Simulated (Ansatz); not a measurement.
Two shapes of singlet BeH2.

Shape 1:

```xyz
3

H     0.0167   -0.0469   -1.3340
Be    0.0020    0.0104   -0.0489
H    -0.0145    0.0393    1.3664
```

Shape 2:

```xyz
3

H     0.0000    0.0000   -1.4462
Be    0.0000    0.0000    0.0000
H     0.0000    0.0000    1.4462
```

Basis set: def2-TZVP (spherical functions). All electrons are correlated. Charge 0, multiplicity 1.

Computed with Ansatz (development build ahead of 0.2.0); each method stands on the lowest determinant of its kind that the runs found.

(1) Which shape is lower in energy, and by how much in each method?

Answers

(1)

```
 method  E(2) − E(1) (eV)
    RHF             0.104
RHF-MP2             0.112
```

Shape 1 is lower.
